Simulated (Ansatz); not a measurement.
Reaction (redistribution): `NB(N)Br` + `COB(F)S` → `COB(N)Br` + `NB(F)S`

Isolated molecules relaxed with PBE0-D4/def2-TZVP in Ansatz; ΔE leaves out vibrations. CCSD(T)/CBS adds triple-zeta CCSD(T) − MP2 to the extrapolated MP2 energy (def2 sets, frozen cores). This one scheme is used for every species. DFT in def2-TZVPP. For Br outer-core shells are correlated without core-valence functions, which leaves a few kJ/mol of doubt a bond. Scalar relativity is left out up to krypton. Each species was taken in one conformer, which may not be the lowest.

(1) Is it downhill or uphill in electronic energy at CCSD(T)/CBS, and by how much? (Best estimate.)

(2) What do these levels give: ωB97X-V, ωB97M-V, r2SCAN, PBE0, SCS-MP2/def2-TZVPP, CCSD/CBS(def2)? (An estimate is asked.)

Largest T1 diagnostic among the species: 0.012.

Answers

(1) Ansatz gave: Downhill: ΔE = -1.4 kcal/mol.

(2) Ansatz gave: ωB97X-V -1.3, ωB97M-V -1.4, r2SCAN -1.5, PBE0 -1.2, SCS-MP2/def2-TZVPP -1.4, CCSD/CBS(def2) -1.2 kcal/mol.

In def2-TZVPP, CCSD(T) changes the Hartree–Fock value by −0.7 kcal/mol (the triples alone add −0.1 kcal/mol) and MP2 by −0.9 kcal/mol.
